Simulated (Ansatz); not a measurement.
Calculated with Ansatz (gas phase, PBE0-D4/def2-TZVP geometries, no zero-point term in ΔE). CCSD(T)/CBS is the MP2 limit (def2-TZVPP, def2-QZVPP) plus CCSD(T) − MP2 in def2-TZVPP, frozen cores. Functionals use def2-TZVPP. Elements past krypton have def2 core potentials. For In outer-core shells are correlated without core-valence functions, which leaves a few kJ/mol of doubt a bond. One conformer a species, not always the lowest.

`[CH3][In]([NH2])[Cl]` + `[SiH3]SS` → `CSS[SiH3]` + `[NH2][InH][Cl]`  (substitution at a C–In bond)

| species | RPA@PBE/def2-TZVPP energy (Eh) |
| --- | --- |
| `[CH3][In]([NH2])[Cl]` | -745.36633 |
| `[SiH3]SS` | -1087.19965 |
| `CSS[SiH3]` | -1126.53043 |
| `[NH2][InH][Cl]` | -706.02453 |

(1) Work out ΔE.

Largest T1 diagnostic among the species: 0.014.

Results:

(1) ΔE = (-1126.53043) + (-706.02453) − (-745.36633) − (-1087.19965) = 0.01102 Eh = +0.30 eV. CCSD(T)/CBS gives +0.29 eV.

Leaving LDA and LC-ωPBE aside and taking each functional with its dispersion term where it has one, the values, not all of them listed here, spread over 0.14 eV, from B97M-V to B2PLYP. LDA lies −0.08 eV from PBE without D4. The D4 term adds −0.05 eV with B3LYP and −0.02 eV with PBE0; it sums over pairs of atoms, weighted by their polarisabilities, and B3LYP, whose exchange is more repulsive, gets the larger term.

B3LYP here is the variant with VWN-RPA as its local correlation; programs differ in this.
